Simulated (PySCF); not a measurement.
From one molecule to another.

First species: C7H10NPSi.
Bonds: C1–C2 (triple), C2–C3, C3–N4, N4–C5 (aromatic), C5–P6 (aromatic), P6–C7 (aromatic), C7–Si8, C7–C9 (aromatic), C9–C10, N4–C9 (aromatic). Hydrogens: H11 on C1; H12, H13 on C3; H14 on C5; H15, H16, H17 on Si8; H18, H19, H20 on C10.

Second species: C₇H₁₂FN.
Cartesian coordinates in Å at the GFN2-xTB level; atoms count from 1:
```
atom  x, y, z in Å
C1    -0.7874   -1.3598   -0.9049
C2    -0.5126   -0.4080   -0.0276
C3    -1.2380   -0.2973    1.2855
C4    -2.3551    0.7457    1.2212
C5     0.5499    0.6360   -0.2453
N6     1.1281    0.7895   -1.5849
C7     2.3260    0.0295   -1.2191
C8     1.9478    0.1966    0.2525
F9     1.9917   -0.9427    1.0102
H10   -1.5450   -2.0982   -0.7072
H11   -0.2813   -1.4576   -1.8515
H12   -1.6692   -1.2663    1.5405
H13   -0.5283   -0.0244    2.0697
H14   -3.0727    0.4811    0.4476
H15   -1.9567    1.7318    0.9943
H16   -2.8754    0.7978    2.1748
H17    0.2128    1.5977    0.1558
H18    0.5726    0.4224   -2.3487
H19    3.2525    0.5045   -1.5451
H20    2.3267   -1.0247   -1.5133
H21    2.5046    0.9633    0.7951
```

Levels: PBE0/pcSseg-1 for dipole moment, HOMO energy, LUMO energy and HOMO–LUMO gap; GFN2-xTB for rotational constant A and rotational constant C. Geometries: GFN2-xTB. All species are isolated and taken at one optimised geometry, non-relativistic unless stated; the electronic structure was computed with PySCF and density fitting.

Dipoles, sizes and rotational constants follow the conformer. The torsions of the flexible species, by atom-mapped SMILES:
- `[CH:1]#[C:2][CH2:3][n:4]1[cH:5][p:6][c:7]([SiH3:8])[c:9]1[CH3:10]`: C2–C3–N4–C5 103°
- `[CH2:1]=[C:2]([CH2:3][CH3:4])[C@@H:5]1[NH:6][CH2:7][C@@H:8]1[F:9]`: C1–C2–C3–C4 -98°, C1–C2–C5–N6 13°

```tsv
property	column X	column Y
dipole moment	4.19 D	0.57 D
HOMO energy	-6.27 eV	-6.65 eV
LUMO energy	-0.30 eV	0.22 eV
HOMO–LUMO gap	5.97 eV	6.87 eV
rotational constant A	1.635 GHz	2.567 GHz
rotational constant C	0.534 GHz	1.039 GHz
```

Task: Which column belongs to which species?

Result: Column X is the first species and column Y the second. The first has 20 atoms and 88 electrons, the second 21 and 70.

Task: How does each property change from the first species to the second?

Result: dipole moment -3.62 D; HOMO energy -0.38 eV; LUMO energy +0.52 eV; HOMO–LUMO gap +0.90 eV; rotational constant A +0.932 GHz; rotational constant C +0.505 GHz.

On the first: The dipole matches unit charges of opposite sign 0.87 Å apart (1 e·Å = 4.8032 D).

On the second: The dipole matches unit charges of opposite sign 0.12 Å apart (1 e·Å = 4.8032 D).
